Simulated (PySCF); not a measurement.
Predicted microwave data (PySCF 2.14.0, PBE0-D3(BJ)/def2-SVP geometry optimisation, gas phase) for one isomer of CH7FO2Si2:

* Rotational constants: A = 3656, B = 1379, C = 1131 MHz
* Dipole components: |μa| = 0.86 D, |μb| = 1.19 D, |μc| = 0.25 D
* Inertial defect: -57.86 u·Å²
* κ: -0.80

Problem. Which structure is it? (One computed conformer of each.)
A. `[CH3:1][Si@@H:2]([OH:3])[O:4][SiH2:5][F:6]` with C1–Si2–O3–H 64°, C1–Si2–O4–Si5 -111°, Si2–O4–Si5–F6 33°
B. `[CH3:1][O:2][Si@H:3]([F:4])[O:5][SiH3:6]` with C1–O2–Si3–F4 -51°, O2–Si3–O5–Si6 29°

Solution. B. It is CO[Si@H](F)O[SiH3], an asymmetric top, point group C1. The candidates at the same level (rigid rotor, commonest isotopes):

```json
{"SMILES": "C[Si@@H](O)O[SiH2]F", "A (MHz)": "3721", "B (MHz)": "1480", "C (MHz)": "1360", "μa (D)": "0.13", "μb (D)": "0.78", "μc (D)": "0.87", "Δ (u·Å²)": "-105.78", "point group": "C1", "rotor": "asymmetric top"}
{"SMILES": "CO[Si@H](F)O[SiH3]", "A (MHz)": "3656", "B (MHz)": "1379", "C (MHz)": "1131", "μa (D)": "0.86", "μb (D)": "1.19", "μc (D)": "0.25", "Δ (u·Å²)": "-57.86", "point group": "C1", "rotor": "asymmetric top"}
```

`C[Si@@H](O)O[SiH2]F` has C 20 % too high. No structure here is proved a minimum.
